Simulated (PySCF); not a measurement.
Species: C6H17AlO.
SMILES with atom numbers: `[CH3:1][O+:2]([CH3:3])[AlH2-:4][C:5]([CH3:6])([CH3:7])[CH3:8]` (hydrogens: H9, H10, H11 on C1; H12, H13, H14 on C3; H15, H16 on Al4; H17, H18, H19 on C6; H20, H21, H22 on C7; H23, H24, H25 on C8)

Torsions of this conformer, `[CH3:1][O+:2]([CH3:3])[AlH2-:4][C:5]([CH3:6])([CH3:7])[CH3:8]`: C1–O2–Al4–C5 -87°, O2–Al4–C5–C6 180°.

The closed-shell ground state was solved at several levels (PySCF, density fitting, gas phase, non-relativistic). One conformer (not necessarily the lowest) at the PBE0-D3(BJ)/def2-SVP geometry, without solvent, vibrations or thermal averaging.

| level | basis functions | total energy (Eh) | HOMO (eV) | LUMO (eV) | gap (eV) | dipole (D) |
| --- | --- | --- | --- | --- | --- | --- |
| HF/pcSseg-1 | 228 | -553.8027 | -8.98 | 3.49 | 12.47 | 5.48 |
| PBE0/pcSseg-1 | 228 | -555.9674 | -6.15 | 0.49 | 6.64 | 5.16 |

Question: Estimate the row for PBE0/def2-SVPD, a basis of 303 functions; the other rows only guide the guess.

Answer: Total energy -555.7306 Eh, HOMO -6.14 eV, LUMO 0.12 eV, gap 6.26 eV, dipole 4.99 D.

Question: Over all these levels, which gives the widest orbital gap and which the narrowest?

Answer: HF/pcSseg-1 (Hartree–Fock, all exact exchange) has the widest, 12.47 eV, and PBE0/def2-SVPD (global hybrid, 25 % exact exchange) the narrowest, 6.26 eV. Functional and basis both differ between the two, so the spread mixes both effects. The HOMO need not be the same orbital at Hartree–Fock and at DFT levels.

Question: How far do the dipole and the HOMO energy spread over the levels?

Answer: The dipole runs from 4.99 to 5.48 D (mean 5.21 D) and the HOMO from -8.98 to -6.14 eV.
